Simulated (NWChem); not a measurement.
# BeH2O; SMILES [BeH][OH]

```xyz
4

Be     0.0045    -0.8541     0.0001
H      0.0120    -2.1872     0.0003
O     -0.0035     0.5391    -0.0003
H     -0.0016     1.4863     0.0027
```
Atoms are numbered in this order, from 1.

All runs: NWChem. Structure relaxed at the PBE0/def2-SVP level. Vertical excitations in the gas phase; the lowest state need not have the same character in each row.

```csv
level,"lowest excitation, singlet (eV)","lowest state with f > 0.02, singlet (eV)",lowest triplet (eV),orbital gap (eV)
"PBE/aug-cc-pVDZ, TDA",7.00,7.00,6.61,6.82
"B3LYP/aug-cc-pVDZ, TDA",7.70,7.70,7.09,8.29
"PBE0/aug-cc-pVDZ, TDA",7.93,8.00,6.96,8.76
"Hartree-Fock/aug-cc-pVDZ, CIS",9.08,9.08,7.30,12.99
```
